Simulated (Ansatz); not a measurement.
`[F][Ga]([Br])[SnH3]` + HCl → `[F][Ga]([Cl])[Br]` + `[SnH4]`  (cleavage of the Ga–Sn bond)

Isolated molecules relaxed with PBE0-D4/def2-TZVP in Ansatz; ΔE leaves out vibrations. CCSD(T)/CBS adds triple-zeta CCSD(T) − MP2 to the extrapolated MP2 energy (def2 sets, frozen cores). This one scheme is used for every species. DFT in def2-TZVPP. B3LYP here is the variant with VWN-RPA as its local correlation; programs differ in this. HSE06 is defined as in plane-wave codes. def2 core potentials past Kr. For Br, Ga, Sn outer-core shells are correlated without core-valence functions, which leaves a few kJ/mol of doubt a bond. Scalar relativity is left out up to krypton.

`[F][Ga]([Br])[SnH3]`:

```xyz
7

F     2.050    1.636   -0.906
Ga    0.693    0.540   -1.091
Br    0.196    0.146   -3.288
Sn   -0.533   -0.430    0.989
H    -1.315   -1.876    0.550
H     0.594   -0.725    2.230
H    -1.684    0.709    1.515
```

HCl:

Cartesian coordinates in Å:
```
Cl 0.096 0.490 0.400
H -0.096 -0.490 -0.400
```

`[F][Ga]([Cl])[Br]`:

Cartesian coordinates in Å:
```
F -0.961 -0.853 1.281
Ga -0.027 -0.027 0.073
Cl 1.582 1.162 0.731
Br -0.594 -0.282 -2.085
```

`[SnH4]`:

```xyz
5

Sn    0.000    0.000    0.000
H     0.394   -1.519   -0.663
H     1.429    0.884    0.284
H    -0.832   -0.221    1.470
H    -0.991    0.856   -1.090
```

| level | ΔE (kJ/mol) | difference from CCSD(T)/CBS |
| --- | --- | --- |
| LDA (SPW92) | -23.5 | 4.5 |
| PBE-D4 | -23.0 | 5.0 |
| revPBE-D4 | -26.9 | 1.1 |
| BLYP-D4 | -24.1 | 3.9 |
| r2SCAN-D4 | -36.1 | -8.1 |
| B97M-V | -49.6 | -21.6 |
| PBE0-D4 | -30.0 | -2.0 |
| B3LYP-D4 | -29.0 | -1.0 |
| r2SCANh-D4 | -36.9 | -8.9 |
| r2SCAN0-D4 | -38.1 | -10.1 |
| HSE06-D4 | -30.0 | -2.0 |
| BHLYP-D4 | -36.4 | -8.4 |
| CAM-B3LYP-D4 | -35.5 | -7.5 |
| ωB97X-V | -39.9 | -11.9 |
| ωB97M-V | -35.9 | -7.9 |
| B2PLYP | -35.3 | -7.3 |
| PBE-QIDH | -38.8 | -10.8 |
| PBE | -24.1 | 3.9 |
| revPBE | -25.3 | 2.7 |
| BLYP | -25.1 | 2.9 |
| r2SCAN | -36.5 | -8.5 |
| PBE0 | -31.2 | -3.2 |
| r2SCANh | -37.4 | -9.4 |
| r2SCAN0 | -38.7 | -10.7 |
| HSE06 | -31.3 | -3.3 |
| BHLYP | -40.3 | -12.3 |
| CAM-B3LYP | -37.0 | -9.0 |
| LC-ωPBE | -39.9 | -11.9 |
| RPA@PBE/def2-TZVPP | -36.6 | -8.6 |
| HF/def2-SVP | -61.6 | -33.6 |
| CCSD/def2-SVP | -49.0 | -21.0 |
| HF/def2-TZVPP | -57.7 | -29.7 |
| MP2/def2-TZVPP | -38.1 | -10.1 |
| SCS-MP2/def2-TZVPP | -41.2 | -13.2 |
| CCSD/def2-TZVPP | -39.3 | -11.3 |
| CCSD(T)/def2-TZVPP | -38.0 | -10.0 |
| MP2/def2-QZVPP | -32.3 | -4.3 |
| HF/CBS(def2) | -57.8 | -29.8 |
| MP2/CBS(def2) | -28.0 | 0.0 |
| CCSD/CBS(def2) | -29.2 | -1.2 |
| CCSD(T)/CBS | -28.0 | 0 |

Largest T1 diagnostic among the species: 0.013.

In def2-TZVPP, CCSD(T) changes the Hartree–Fock value by +19.7 kJ/mol (the triples alone add +1.2 kJ/mol) and MP2 by +19.6 kJ/mol. From PBE to PBE0 (25 % exact exchange), in def2-TZVPP and without D4, ΔE moves by −7.1 kJ/mol.

CCSD(T)/CBS has its own doubt, a few kJ/mol and more with outer-core shells, so smaller differences from it don't rank the levels.
